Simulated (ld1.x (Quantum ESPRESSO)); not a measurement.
Configuration tests for cadmium (Cd) (TM semilocal)

```
Element                 : cadmium (Cd)
Generator               : ld1.x (Quantum ESPRESSO) 7.5
Type                    : norm-conserving Troullier–Martins (semilocal form)
Functional              : PBEsol
Relativity              : scalar-relativistic
Frozen core             : [Kr]
Valence charge          : 12
Reference configuration : 4d10 5s1 5p0 (charge +1)
Partial waves           : 5p (bound, empty): rc 2.45 bohr; 4d (bound): rc 1.00 bohr; 5s (bound): rc 2.05 bohr
Local potential         : the s channel
Core correction         : Bessel-smoothed model core, default radius (core density twice the valence density)
```

Energies are relative to the spin-unpolarised reference configuration 4d10 5s1 5p0; without spin polarisation the order of configurations can differ from experiment.

```
valence configuration  charge  ΔE all-electron (eV)  error AE − PS (meV)
         4d10 5s2 5p0       0                -9.308                 -3.8
         4d10 5s0 5p0      +2                17.096                  -17
          4d9 5s0 5p0      +3                55.094                  -74
         4d10 5s1 5p1       0                -4.579                 -0.2
         4d10 5s0 5p2       0                 0.458                 -2.3
```

Task: What are ΔE and the potential's error for 4d9 5s2 5p1?

Result: ΔE = 3.338 eV all-electron; the error (AE − PS) is -170 meV.

Task: What are ΔE and the potential's error for 4d10 5s1.5 5p0?

Result: ΔE = -5.578 eV all-electron; the error (AE − PS) is -0.8 meV.

Levels in the configuration 4d10 5s0 5p2:

```csv
level,all-electron (eV),pseudo (eV)
4d,-15.276,-15.310
5p,-2.796,-2.796
```
